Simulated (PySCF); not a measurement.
Be(Me) (CH₃Be), SMILES [CH3][Be], multiplicity 2.

The structure is a stationary point at PBE-D3(BJ)/def2-TZVPD. The spin state was assumed, not searched. The isomer is the one that the SMILES or the coordinates give; other isomers of the formula were not compared.

Calculation: TDA-B3LYP/def2-TZVPD (PySCF).

Vertical excitations; the highest root listed may be one member of a degenerate set. The molecule is in vacuum.

```csv
state,energy (eV),λ (nm),f,main pairs
root 1,2.97,417,0.076,α HOMO→LUMO (degenerate set)
root 2,2.97,417,0.076,α HOMO→LUMO+1 (degenerate set)
root 3,4.64,267,0.050,"α HOMO→LUMO+2 92 %, β HOMO→LUMO 7 %"
root 4,5.18,239,0.169,"α HOMO→LUMO+3 28 %, β HOMO→LUMO 66 %"
root 5,5.44,228,0.029,α HOMO→LUMO+4 (degenerate set)
root 6,5.44,228,0.029,α HOMO→LUMO+5 (degenerate set)
root 7,5.45,228,0.002,"α HOMO→LUMO+3 71 %, β HOMO→LUMO 25 %"
root 8,6.15,202,0.003,"α HOMO−1→LUMO+1, β HOMO→LUMO+2 (degenerate set)"
root 9,6.15,202,0.003,"α HOMO−1→LUMO, β HOMO→LUMO+1 (degenerate set)"
root 10,6.57,189,0.007,α HOMO→LUMO+6 98 %
```
Unrestricted roots are not spin-pure.
